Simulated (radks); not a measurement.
Values are calculated unless marked as measured or tabulated.
Mean orbital radii <r> (bohr) of the antimony ion Sb+, [Kr] 4d10 5s2 5p2, of relativity; Dirac values are averaged over j with weights 2j + 1. Spin-unpolarised spherical Kohn-Sham, BLYP, point nucleus unless stated (finite: rms radius 4.6802 fm), a radial shooting solver on a logarithmic mesh with Libxc functionals. A level marked "c x" has the speed of light scaled by that factor and shares open shells by 2j + 1; other Dirac levels either fill j = l - 1/2 first or share by 2j + 1.

| shell | non-rel. |
|---|---|
| 1s | 0.02982 |
| 2s | 0.1287 |
| 2p | 0.1097 |
| 3s | 0.3441 |
| 3p | 0.3348 |
| 3d | 0.3056 |
| 4s | 0.8208 |
| 4p | 0.8651 |
| 4d | 1.021 |
| 5s | 2.239 |
| 5p | 2.700 |

Give the values at the level "Dirac, c x 3".

Answer. 
shell  Dirac, c x 3  change of magnitude (%)
1s          0.02967                    -0.51
2s           0.1280                    -0.54
2p           0.1094                    -0.28
3s           0.3426                    -0.43
3p           0.3341                    -0.21
3d           0.3056                    -0.01
4s           0.8176                    -0.40
4p           0.8637                    -0.17
4d            1.022                    +0.09
5s            2.231                    -0.39
5p            2.698                    -0.09
